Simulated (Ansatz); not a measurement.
The cluster Sr₅S₄, relaxed as a singlet with RKS PBE0-D4/def2-SVP in Ansatz, starting from the GFN1-xTB geometry. Force threshold 0.02 eV/Å.

In the def2 sets Sr takes a core potential; there is no spin–orbit coupling. The restricted singlet is unstable towards broken spin symmetry in Hartree–Fock (as tested in another run); at PBE0-D4/def2-SVP this wasn't settled. The structure comes from a short search, and lower isomers may exist.

Start:

Cartesian coordinates in Å:
```
Sr 0.807 -2.338 0.922
Sr -1.041 0.822 1.572
Sr 3.198 0.422 0.396
Sr -3.544 1.739 -1.190
Sr -0.467 -0.129 -2.089
S -1.583 -1.437 0.065
S 1.957 -1.186 -1.290
S 1.516 -0.074 2.387
S -0.844 2.180 -0.773
```

Task: Estimate the energy that the relaxation releases and the steps that it takes.

Result: 1.44 eV, in 16 steps; 2.2 min on 4 threads of Arm Neoverse V2 on a shared host. No frequencies were taken in this run, so the end may be a saddle point.

Task: Does the start keep its bonding?

Result: Bonds formed: Sr3–S9 (atoms count from 1).

Task: Predict the relaxed structure.

Result: 
Cartesian coordinates in Å:
```
Sr 1.184 -2.450 0.937
Sr -1.303 0.443 1.715
Sr 2.230 1.139 0.048
Sr -2.967 2.871 -1.373
Sr -0.660 -0.664 -1.991
S -1.502 -1.982 0.332
S 2.056 -1.213 -1.438
S 1.386 -0.063 2.417
S -0.424 1.920 -0.646
```
Bond lengths (bridged metal pairs left out): 13 × S–Sr 2.79 to 2.92 Å.
